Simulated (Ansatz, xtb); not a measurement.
# Relative energy of two isomers of CH7ClGeSi

We compare a, `C[Si@H](Cl)[GeH3]`, a singlet, with b, `[CH3][GeH2][SiH2]Cl`, a singlet. Both are isolated molecules in the gas phase, relaxed with PBE0-D3(BJ)/pcseg-1, each in the lowest conformer that the search found.

a (Å):

```xyz
11

C    -0.4290   -1.5578    2.0715
Cl    0.7160    1.4392    1.8631
Ge   -2.2513    0.6341   -0.0382
Si   -0.1940   -0.1523    0.8637
H     0.5351   -1.8723    2.4892
H    -0.8830   -2.4184    1.5631
H    -1.0830   -1.2593    2.8989
H     0.7404   -0.5495   -0.2289
H    -2.0071    1.8085   -0.9964
H    -3.1772    1.0950    1.0987
H    -2.9500   -0.5002   -0.8099
```

b (Å):

```csv
atom,x (Å),y (Å),z (Å)
C,0.6657,1.1968,1.3756
Cl,-2.5214,1.7295,-1.0844
Ge,0.3011,-0.2228,0.0739
Si,-2.0126,-0.2059,-0.4919
H,0.1104,1.0170,2.3022
H,1.7356,1.2322,1.6079
H,0.3610,2.1656,0.9656
H,1.1268,-0.0040,-1.2065
H,0.6618,-1.6030,0.6585
H,-2.3492,-1.1183,-1.6212
H,-2.8746,-0.5416,0.6778
```

Quicker runs give these differences E(b) − E(a): GFN2-xTB −0.098 eV; HF/STO-3G +0.196 eV (at GFN2-xTB geometries); r2SCAN-D4/def2-SVP +0.219 eV (at GFN2-xTB geometries).

Task: Which of the two would you expect CCSD(T)/def2-SVP + ΔMP2/def2-TZVPP electronic energies to favour?

Result: Structure a; the calculation gives E(b) − E(a) = +0.175 eV.

How the difference moves with the method:

```csv
level,geometry,E(b) − E(a) (eV),departure from the last row (eV),"job, with rough time for the two"
GFN2-xTB,GFN2-xTB,−0.098,−0.273,"optimisation, 0.25 s"
HF/STO-3G,GFN2-xTB,+0.196,+0.020,"single point, 0.84 s"
r2SCAN-D4/def2-SVP,GFN2-xTB,+0.219,+0.044,"single point, 4.3 s"
PBE0-D3(BJ)/pcseg-1,PBE0-D3(BJ)/pcseg-1,+0.236,+0.061,"optimisation, 77 s"
HF/def2-SVP,PBE0-D3(BJ)/pcseg-1,+0.187,+0.012,part of the CCSD(T) run
MP2/def2-SVP,PBE0-D3(BJ)/pcseg-1,+0.196,+0.021,part of the CCSD(T) run
CCSD(T)/def2-SVP,PBE0-D3(BJ)/pcseg-1,+0.192,+0.017,single point
CCSD(T)/def2-SVP + ΔMP2/def2-TZVPP,PBE0-D3(BJ)/pcseg-1,+0.175,,"single point, 41 s"
```

As drawn, b has 1 C–Ge, 1 Si–H in place of 1 C–Si, 1 Ge–H.

GFN2-xTB puts the two in the other order. The largest departure from CCSD(T)/def2-SVP + ΔMP2/def2-TZVPP is that of GFN2-xTB, 0.273 eV. The last row adds to CCSD(T) the change of the MP2 difference between the two basis sets, here −0.017 eV.

With harmonic frequencies from PBE0-D3(BJ)/pcseg-1 (ideal gas, rigid rotor, one conformer each, 298.15 K, 1 atm): on the last row, ΔE + ΔZPE = +0.192 eV. A mode under 50 cm⁻¹ makes harmonic enthalpies and free energies unreliable, so none is given.

The correlated steps freeze 20 core orbitals; the filled d shell of Ge is correlated, in a basis made for valence electrons. Programs: Ansatz 0.2.0, xtb 6.7.1; the last row on 2 threads of Intel(R) Xeon(R) Platinum 8259CL CPU @ 2.50GHz (Skylake/Cascade Lake) on a shared host.
